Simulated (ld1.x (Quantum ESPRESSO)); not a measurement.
**Al: one change to a PAW potential, before and after**

- Element: Al
- Generator: ld1.x (Quantum ESPRESSO) 7.5
- Type: PAW
- Functional: PBEsol
- Relativity: non-relativistic
- Frozen core: [Ne]
- Valence charge: 3
- Reference configuration: 3s1 3p2
- Partial waves: 3s (bound): rcut 1.70, rcutus 2.05 bohr; 3s channel at -0.05 Ry: rcut 1.70, rcutus 2.05 bohr; 3p (bound): rcut 2.10, rcutus 2.80 bohr; 3p channel at 0.3 Ry: rcut 2.10, rcutus 2.80 bohr; 3d channel at 0.5 Ry: rcut 2.25, rcutus 2.85 bohr; 3d channel at 1.95 Ry: rcut 2.25, rcutus 2.85 bohr
- Local potential: all-electron potential smoothed inside 1.85 bohr (lloc = -1)
- Core correction: Bessel-smoothed model core inside 1.25 bohr
- Augmentation charge: PSQ, inside the norm-conserving radii

Change: wave 3p channel at 0.3 Ry: rcut 2.10, rcutus 2.80 bohr becomes 3p channel at 1.99 Ry: rcut 2.10, rcutus 2.80 bohr.

Cutoffs: the cutoffs (Ry, on a coarse ladder) from which the occupation-weighted sum of valence levels, in a spherical-Bessel basis at the reference potential, stays within 10 and 1 mRy of its value at 400 Ry; they do not see the model core or the augmentation charge, which bear on the density cutoff. Errors are all-electron minus pseudo energies relative to the spin-unpolarised reference configuration.

Task: Predict the effect on cutoff, ghosts and configuration errors.

Result: Both files are so soft that the ladder of cutoffs tells neither apart; of the 7 tests that both files solve, the error grows in 0 and shrinks in 2 by more than 15 % and 0.3 meV (median size 1.0 → 0.9 meV); neither file shows a bound ghost.

| quantity | base | changed |
| --- | --- | --- |
| cutoff, loose | 6 Ry | 6 Ry |
| cutoff, tight | 10 Ry | 10 Ry |
| bound ghosts | none | none |
| error for 3s2 3p1, meV [ΔE -5.09 eV] | -1.3 | -1.3 |
| error for 3s2 3p0, meV [ΔE 0.66 eV] | -0.4 | -0.4 |
| error for 3s1 3p0, meV [ΔE 19.80 eV] | -12 | -12 |
| error for 3s2 3p1.3, meV [ΔE -5.66 eV] | -1.4 | -1.4 |
| error for 3s0 3p3, meV [ΔE 5.25 eV] | -1.0 | -0.9 |
| error for 3s1 3p1, meV [ΔE 6.41 eV] | -0.9 | -0.2 |
| error for 3s2 3p0.5, meV [ΔE -3.01 eV] | -0.9 | -0.6 |
| s: phases at 3.09 bohr within 0.05 rad from the reference energy up to (Ry; the scan ends near 5) | to the end of the scan | to the end of the scan |
| p: phases at 3.09 bohr within 0.05 rad from the reference energy up to (Ry; the scan ends near 5) | 2.3 | 2.5 |
| d: phases at 3.09 bohr within 0.05 rad from the reference energy up to (Ry; the scan ends near 5) | to the end of the scan | to the end of the scan |
| lowest overlap eigenvalue by channel | s 0.46, p 0.85, d 0.99 | s 0.46, p 0.58, d 0.99 |
